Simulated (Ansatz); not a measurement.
Cost and result up the ladder for Ge(OH)Me3 (C3H10GeO) (15 atoms). The state is a singlet with charge 0. Geometry: PBE0-D4/def2-SVP.

```xyz
15

C    -0.0691    1.7315   -0.6863
C     1.7291   -0.6292    0.5731
C    -1.4725   -0.6601    0.9340
Ge    0.0212   -0.1619   -0.2199
O    -0.0266   -1.1481   -1.7188
H    -0.8272   -1.0099   -2.2346
H     0.0362    2.3538    0.2158
H    -1.0306    1.9810   -1.1602
H     0.7403    1.9922   -1.3840
H     1.8711   -0.1102    1.5328
H     2.5513   -0.3497   -0.1015
H     1.7795   -1.7134    0.7501
H    -1.4463   -1.7385    1.1493
H    -2.4381   -0.4235    0.4618
H    -1.4183   -0.1140    1.8884
```

Ansatz on 4 threads of Arm Neoverse V2 on a shared host. Times are rough, and most runs start from the orbitals of an earlier one. ωB97M-V/def2-TZVP serves as the yardstick here, not as an exact answer. Differences are given only for rows in sets of like size (and for xTB, whose basis is part of the method), since another set adds its own error. Binding counts from free atoms at the same level (C triplet, Ge triplet, O triplet, H doublet; other spins of the atoms weren't run), without zero-point energy or a counterpoise term.

Correlated methods freeze 13 core orbitals; core or outer-core shells of Ge are correlated, in sets that lack core-valence functions. The rows differ in basis, and correlated rows in double-zeta sets carry the largest basis error.

Correlated methods converge slowly with the basis, most of all in double-zeta sets.

| level | functions | wall time | binding energy per atom (eV) | difference from ωB97M-V/def2-TZVP (eV) |
| --- | --- | --- | --- | --- |
| PBE-D4/def2-SVP | 138 | 1.4 s | 3.88 | – |
| PBE0-D4/def2-SVP | 138 | 1.8 s | 3.84 | – |
| BLYP-D4/def2-TZVP | 232 | 2.5 s | 3.80 | -0.03 |
| PBE-D4/def2-TZVP (with forces) | 232 | 2.8 s | 3.87 | 0.04 |
| MP2/def2-TZVP | 232 | 3.4 s | 3.75 | -0.08 |
| PBE0-D4/def2-TZVP | 232 | 4.6 s | 3.83 | 0.00 |
| r2SCAN-D4/def2-TZVP | 232 | 5 s | 3.84 | 0.01 |
| ωB97M-V/def2-TZVP | 232 | 11 s | 3.83 | 0.00 |
| CCSD(T)/def2-SVP | 138 | 24 s | 3.65 | – |
